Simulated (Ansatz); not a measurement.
Reaction (formal hydrolysis of a P–N bond): `[SiH3]P[NH][GaH2]` + H₂O → `OP[SiH3]` + `[NH2][GaH2]`

Program: Ansatz. Geometries: PBE0-D4/def2-TZVP. ΔE: electronic, gas phase. CBS: MP2 limit from def2 TZ/QZ plus the TZ coupled-cluster correction, frozen cores. This one scheme is used for every species. DFT in def2-TZVPP. B3LYP here is the variant with VWN-RPA as its local correlation; programs differ in this. For Ga outer-core shells are correlated without core-valence functions, which leaves a few kJ/mol of doubt a bond. Scalar relativity is left out up to krypton. Each species was taken in one conformer, which may not be the lowest.

```csv
level,ΔE (kJ/mol)
B3LYP-D4,1.3
BHLYP-D4,2.8
r2SCANh,-4.1
CAM-B3LYP,-12.8
LC-ωPBE,-6.7
HF/def2-TZVPP,-12.4
CCSD/def2-TZVPP,1.2
CCSD(T)/def2-TZVPP,3.9
```

Task: What does CCSD(T)/CBS give? (Best estimate.)

Result: Ansatz gave: +4.9 kJ/mol. The listed levels differ from it by -3.6, -2.1, -9.0, -17.7, -11.6, -17.3, -3.7, -1.0 kJ/mol.

Largest T1 diagnostic among the species: 0.015.

Leaving LDA and LC-ωPBE aside and taking each functional with its dispersion term where it has one, the values, not all of them listed here, spread over 12.4 kJ/mol, from B2PLYP to revPBE-D4. LDA lies +4.9 kJ/mol from PBE without D4. In def2-TZVPP, CCSD(T) changes the Hartree–Fock value by +16.3 kJ/mol (the triples alone add +2.7 kJ/mol) and MP2 by +20.6 kJ/mol. The D4 term adds +13.7 kJ/mol with B3LYP and +7.6 kJ/mol with PBE0; it sums over pairs of atoms, weighted by their polarisabilities, and B3LYP, whose exchange is more repulsive, gets the larger term.

CCSD(T)/CBS has its own doubt, a few kJ/mol and more with outer-core shells, so smaller differences from it don't rank the levels.
